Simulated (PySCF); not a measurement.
# `O=CCO[SiH2]Cl`, C2H5ClO2Si

Geometry:
```tsv
atom	x (Å)	y (Å)	z (Å)
O1	-2.578	0.840	1.011
C2	-1.460	0.833	0.589
C3	-0.977	-0.009	-0.566
O4	0.392	0.091	-0.771
Si5	1.627	-0.555	0.062
Cl6	3.194	0.157	-0.933
H7	-0.660	1.468	1.015
H8	-1.283	-1.050	-0.400
H9	-1.478	0.344	-1.477
H10	1.581	-2.012	-0.009
H11	1.648	-0.105	1.450
```

Level of theory: GIAO CAM-B3LYP/6-31G* magnetisability, non-relativistic, IEF-PCM acetone in PySCF 2.14.0. Geometry: GFN2-xTB.

Problem. How diamagnetic is it, and how anisotropic?

Solution. Isotropic -943 × 10⁻³⁰ J/T², or -56.8 × 10⁻⁶ cm³/mol; principal values -1059, -926, -844 × 10⁻³⁰ J/T², anisotropy 188 × 10⁻³⁰ J/T² (root of half the summed squared differences of the principal values). The susceptibility is in cgs units.

Problem. Split it along the inertial axes a, b, c into diamagnetic and paramagnetic parts about the centre of mass, with the quadrupole moment.

Solution. 
| axis | χ (10⁻⁶ cm³/mol) | diamagnetic (10⁻⁶ cm³/mol) | paramagnetic (10⁻⁶ cm³/mol) | summed x² of all electrons (Å²) | quadrupole Θ (D Å) |
| --- | --- | --- | --- | --- | --- |
| a | -51.5 | -234.9 | 183.5 | 296.3 | -18.87 |
| b | -61.9 | -1367.7 | 1305.9 | 29.3 | +9.37 |
| c | -57.1 | -1381.1 | 1324.0 | 26.1 | +9.50 |

Anisotropies 2χaa − χbb − χcc = +16.0 and 2χbb − χaa − χcc = -15.2 × 10⁻⁶ cm³/mol. Θ is traceless in Buckingham's convention.
